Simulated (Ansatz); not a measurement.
C2H8BFSe, relaxed with RKS PBE0-D4/def2-TZVP in the Gaussian-basis code of Ansatz from a PBE-D4/def2-SVP geometry. The force threshold is 0.005 eV/Å; the program also tests the step.

Total charge 0; spin multiplicity 1. The bonds changed during the relaxation, so this is another structure than the one it started from.

Start:

```xyz
13

C    -0.936   -1.311   -0.663
B    -0.153    0.057   -0.669
C     1.410    0.199   -0.506
F    -0.837    1.165   -1.053
Se   -0.815    0.816    2.391
H    -0.526   -2.043    0.059
H    -0.828   -1.767   -1.674
H    -2.022   -1.186   -0.483
H     1.840   -0.516    0.221
H     1.730    1.229   -0.248
H     1.872   -0.040   -1.492
H     0.530    1.427    2.539
H    -1.266    1.971    1.577
```

| step | energy (eV) | largest force (eV/Å) | largest move (Å) |
| --- | --- | --- | --- |
| 1 | -70937.6954 | 0.509 | 0.000 |
| 2 | -70937.7360 | 0.250 | 0.126 |
| 3 | -70937.7402 | 0.048 | 0.057 |
| 4 | -70937.7405 | 0.053 | 0.034 |
| 5 | -70937.7407 | 0.020 | 0.007 |
| 6 | -70937.7409 | 0.012 | 0.028 |
| 7 | -70937.7410 | 0.010 | 0.018 |
| 8 | -70937.7411 | 0.015 | 0.024 |
| 9 | -70937.7411 | 0.009 | 0.010 |
| 10 | -70937.7411 | 0.006 | 0.016 |
| 11 | -70937.7412 | 0.005 | 0.023 |
| 13 | -70937.7412 | 0.010 | 0.022 |
| 15 | -70937.7413 | 0.020 | 0.027 |
| 17 | -70937.7413 | 0.022 | 0.024 |
| 19 | -70937.7414 | 0.041 | 0.036 |
| 21 | -70937.7415 | 0.002 | 0.008 |
| 23 (rejected) | -70937.7355 | 0.380 | 0.185 |
| 25 (rejected) | -70937.7413 | 0.099 | 0.082 |
| 27 (rejected) | -70937.7416 | 0.045 | 0.046 |
| 29 | -70937.7417 | 0.014 | 0.023 |
| 31 | -70937.7418 | 0.027 | 0.011 |
| 33 | -70937.7419 | 0.038 | 0.030 |
| 35 | -70937.7420 | 0.023 | 0.019 |
| 37 | -70937.7420 | 0.039 | 0.028 |
| 39 | -70937.7421 | 0.009 | 0.009 |
| 41 (rejected) | -70937.7355 | 0.411 | 0.197 |
| 43 | -70937.7422 | 0.005 | 0.024 |

End:

```xyz
13

C    -0.940   -1.228   -0.671
B    -0.072    0.073   -0.695
C     1.487    0.111   -0.568
F    -0.696    1.225   -0.989
Se   -0.638    0.785    2.550
H    -0.563   -1.972    0.033
H    -0.893   -1.689   -1.667
H    -1.994   -1.032   -0.462
H     1.865   -0.609    0.160
H     1.870    1.105   -0.329
H     1.917   -0.174   -1.538
H     0.322    1.877    2.364
H    -1.665    1.526    1.811
```

Run time 3.4 min (4 threads of an Arm Neoverse V2 on a shared host); peak host memory 0.69 GiB.
